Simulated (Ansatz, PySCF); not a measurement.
CH11NSi4, SMILES N[SiH2][SiH]1[SiH2]C[SiH2]1.

The structure is a stationary point at PBE-D3(BJ)/def2-SVP. This is a generated structure with no PubChem entry under its InChIKey; it may be hypothetical. The values are those of a single conformer.

Vertical ionisation energy (IE) and electron affinity (EA) in eV. Rows of orbital energies are one-electron estimates. Where ΔSCF, EOM or ADC give a negative EA the extra electron is unbound and the value depends on the basis.

```json
[
 {"level": "−ε(HOMO), −ε(LUMO), CAM-B3LYP/def2-TZVP (PySCF)", "IE": "___", "EA": "___"},
 {"level": "−ε(HOMO), −ε(LUMO), PBE/def2-TZVP (PySCF)", "IE": "5.99", "EA": "1.41"},
 {"level": "ΔSCF, PBE0/def2-SVPD (Ansatz), final states of multiplicity 2 and 2", "IE": "8.77", "EA": "-0.63"},
 {"level": "ΔSCF, PBE/def2-SVPD (Ansatz), final states of multiplicity 2 and 2", "IE": "8.40", "EA": "-0.43"}
]
```

Question: Complete the blanks. (The exact figures need the calculation; the answer reports its results.)

Answer: 
- −ε(HOMO), −ε(LUMO), CAM-B3LYP/def2-TZVP (PySCF), IE: 8.32
- −ε(HOMO), −ε(LUMO), CAM-B3LYP/def2-TZVP (PySCF), EA: -0.35

Question: What vertical singlet–triplet gap does ΔSCF give with PBE0/def2-SVPD (Ansatz, a program for electronic structure) and with PBE/def2-SVPD (Ansatz)? (Estimate from the structure and the level; the computed values follow.)

Answer: 4.81 and 4.50 eV (triplet above singlet where positive).
